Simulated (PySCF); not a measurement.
H4NSi2 (calculated)

Computed with PySCF 2.14.0. Calculation on a computer-drawn molecule: optimised geometry and harmonic frequencies of an isolated molecule of the commonest isotopes, restricted reference for singlets and unrestricted otherwise, frozen core in MP2.

Common to all runs: charge -1; multiplicity 1; basis aug-cc-pV(D+d)Z.

(1) H4NSi2

Start structure:
```xyz
7
H4NSi2
N     -2.4317     2.3036     0.5109
Si    -1.8072     0.8052     0.2435
Si     0.4066     0.5570     0.6682
H     -1.8417     3.1173     0.7730
H     -2.4477    -0.1855    -0.5856
H      1.2105     1.1095     1.6590
H      1.1795    -0.5332    -0.2974
```

Settings of this run: method HF.

The calculation gives: rotational constants 29.12, 3.175, 2.922 GHz; total energy -634.6272 hartree; convergence status largest gradient component 4.688e-06 hartree/bohr.

Drawn bonds:
```csv
atom,other atom,order
1,2,2
2,3,1
1,4,1
2,5,1
3,6,1
3,7,1
```

Optimised structure:
```xyz
7
H4NSi2
N     -2.5134     2.1866     0.5837
Si    -1.5177     1.0116     0.0833
Si     0.8021     0.6339     0.0407
H     -2.0762     2.9089     1.1318
H     -2.2864    -0.0021    -0.7185
H      1.1671     1.2606     1.3787
H      0.6929    -0.8257     0.4719
```

Modes:
```csv
frequency (cm⁻¹),reduced mass (dalton)
175.8,1.349
199.4,3.319
367.7,1.932
388.9,2.399
604.7,1.293
629.7,1.133
785.4,1.067
828,1.153
966.8,1.157
1005,1.06
1100,8.537
2045,1.043
2069,1.037
2163,1.041
3742,1.075
```

(2) H4NSi2

Start structure:
```xyz
7
H4NSi2
N     -2.5134     2.1866     0.5837
Si    -1.5177     1.0116     0.0833
Si     0.8021     0.6339     0.0407
H     -2.0762     2.9089     1.1318
H     -2.2864    -0.0021    -0.7186
H      1.1671     1.2606     1.3787
H      0.6929    -0.8257     0.4719
```

Settings of this run: method MP2.

The calculation gives: rotational constants 29.39, 3.144, 2.901 GHz; total energy -635.0327 hartree; convergence status largest gradient component 8.832e-06 hartree/bohr.

Drawn bonds:
```csv
atom,other atom,order
1,2,2
2,3,1
1,4,1
2,5,1
3,6,1
3,7,1
```

Optimised structure:
```xyz
7
H4NSi2
N     -2.5487     2.2005     0.5727
Si    -1.4930     0.9945     0.1078
Si     0.8066     0.6366     0.0286
H     -2.0742     2.9207     1.1369
H     -2.2657    -0.0063    -0.7170
H      1.1662     1.2499     1.3767
H      0.6771    -0.8220     0.4659
```

Modes:
```csv
frequency (cm⁻¹),reduced mass (dalton)
178.8,3.56
184,1.398
328.9,1.204
391.7,6.175
525.8,1.3
578,1.163
744.4,1.066
782.7,1.179
913.6,1.3
936.4,1.119
970.5,3.423
2032,1.039
2051,1.041
2116,1.041
3466,1.074
```
